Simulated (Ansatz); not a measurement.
Which is lower?

Two relaxed structures of AlH$_{2}$IO, closed shell (PBE0-D4/def2-TZVP; forces vanish, vibrations not checked).

A:

O1  (-1.270, -0.250, -0.337)
Al2  (0.182, 0.424, 0.188)
I3  (2.251, -0.929, 0.102)
H4  (-1.352, -1.141, -0.675)
H5  (0.188, 1.896, 0.721)
(Å)

B:

```
5
angstrom
O -0.8293 -0.5336 -0.4896
Al 0.0129 0.6240 0.2467
I 1.8725 -1.4168 0.0359
H 3.4228 -1.3449 0.5681
H 0.4604 1.9659 0.9277
```

Program: Ansatz 0.2.0. Basis: def2-TZVPP. Cores are frozen in the correlated methods. Filled d shells of the heavier atoms are correlated. Core potentials replace the inner electrons of the atoms past krypton. The def2 sets are not built for correlating such inner shells, so the correlated values are less sure here. B3LYP uses VWN-RPA correlation.

Which structure is lower at CCSD(T), and by how much? (To be estimated.)

Computed: A, by 356.1 kJ/mol (electronic energy, against the other). By their contacts, A is AlH₂IO ([OH][AlH][I]) and B is AlH₂IO ([O][AlH][IH]).

All methods give the same order:

```csv
method,E(B) − E(A) (kJ/mol)
PBE-D4,319.2
r2SCAN-D4,346.8
PBE0-D4,357.4
B3LYP-D4,344.6
wB97M-V,360.0
HF,428.7
MP2,356.6
CCSD,370.9
CCSD(T),356.1
```

No T1 diagnostic of these runs exceeds 0.019.

Labels in which every atom is bracketed show which atoms are joined, not bond orders.

For scale, one of the runs: CCSD(T)/def2-TZVPP, 151 basis functions, launched by `ansatz run in.yaml --threads 2 --pin off --events-out ev --progress --plain --max-ram 4352MiB`. Time: 32 s of wall clock on 2 CPU threads of an Arm Neoverse V1; the host was shared. Peak host memory: 1.1 GiB.
